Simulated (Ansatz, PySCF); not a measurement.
System: InF3, charge -1, multiplicity 2. 
Coordinates optimised at B3LYP-D3(BJ)/def2-TZVP (Ansatz, an electronic-structure program):
```xyz
4

In     0.0573    -0.0993    -0.2491
F     -1.7173    -0.8024     0.4724
F     -0.0768     1.9370    -0.2416
F      1.4820    -0.5941     1.1256
```
Charge -1, spin multiplicity 2.

Total electronic energies in hartree. Valence correlation only, unless marked. UHF or UKS for open shells. No spin-orbit coupling. Frozen are the shells of the preceding noble gas and the d and f shells that filled before the atom's block. In def2 rows, elements after Kr have scalar-relativistic effective core potentials. STO-3G rows are all-electron and non-relativistic. Basis-set limits of correlation are two-point, X^-3; Hartree-Fock from the larger set. The bracket is a focal-point correction in the basis named.

| level | program | energy (Eh) |
|---|---|---|
| HF/def2-SVPD | Ansatz | -487.45473 |
| HF/def2-TZVPP | Ansatz | -487.80984 |
| HF/def2-QZVPP | Ansatz | -487.82778 |
| RI-HF/def2-TZVPPD | Ansatz | -487.81459 |
| SVWN5/def2-TZVPD | PySCF | -487.77499 |
| BLYP-D4/def2-TZVPD | Ansatz + dftd4 | -489.92929 |
| BLYP/def2-TZVPD | Ansatz | -489.92402 |
| r2SCAN-D3(BJ)/def2-TZVPD | Ansatz + dftd3 | -489.92677 |
| r2SCAN-D4/def2-TZVPD | Ansatz + dftd4 | -489.92692 |
| B3LYP-D4/def2-TZVPD | Ansatz + dftd4 | -490.04929 |
| B3LYP/def2-TZVPD | Ansatz | -490.04528 |
| BHLYP/def2-TZVPD | Ansatz | -489.78056 |
| r2SCANh-D4/def2-TZVPD | Ansatz + dftd4 | -489.89317 |
| M06-2X/def2-TZVPD | PySCF | -489.80621 |
| LC-wPBE-D4/def2-TZVPD | Ansatz + dftd4 | -489.84935 |
| B2GP-PLYP-D4/def2-TZVPD | Ansatz + dftd4 | -489.42681 |
| MP2/STO-3G | Ansatz | -5976.88568 |
| MP2/def2-SVPD | Ansatz | -488.12701 |
| MP2/def2-TZVPP | Ansatz | -488.65154 |
| CCSD/def2-SVP | Ansatz | -488.02967 |
| CCSD/def2-SVPD | Ansatz | -488.12529 |
| CCSD(T)/STO-3G | Ansatz | -5976.90947 |
| RI-MP2/CBS(def2-TZVPPD,def2-QZVPPD)+[CCSD(T)-MP2]/def2-SVPD | Ansatz | -488.8253 |

Totals of different functionals don't rank their quality; only differences between species are comparable.
